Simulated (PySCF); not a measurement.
Input file for PySCF: R-MP2/6-31G* on CH2O (SMILES C=O) with ghost functions, monomers drawn apart or pushed together.

```python
from pyscf import gto, scf, dft, mp
from pyscf.data.elements import chemcore

mol = gto.M(
    atom='''
    C     0.00458516    0.60717001    2.41879472
    O    -0.39931194   -0.51337109    2.57949786
    H     1.08408615    0.84710345    2.41999051
    H    -0.67750094    1.46269446    2.26739492
    ghost-O   -0.15034444    0.43763072   -0.11457981
    ghost-H    0.49207440    0.16848233   -0.77929745
    ghost-H   -0.52355021   -0.38205229    0.22990852
    ''',
    basis='6-31g*',
    cart=True,
    charge=0, spin=0, verbose=3, max_memory=1800)
mf = scf.RHF(mol)
mf.conv_tol = 1e-8
mf.max_cycle = 100
mf.kernel()
if not mf.converged:
    mf = mf.newton().run(mf.mo_coeff, mf.mo_occ)
pt = mp.MP2(mf, frozen=chemcore(mol)).run()
```

The log:

```
converged SCF energy = -113.866223789683
E(RMP2) = -114.168435492344  E_corr = -0.302211702661088
E(SCS-RMP2) = -114.162148048699  E_corr = -0.295924259015894
```

Self-consistency was reached.

Cost: about 0.26 core-seconds (a rough figure).
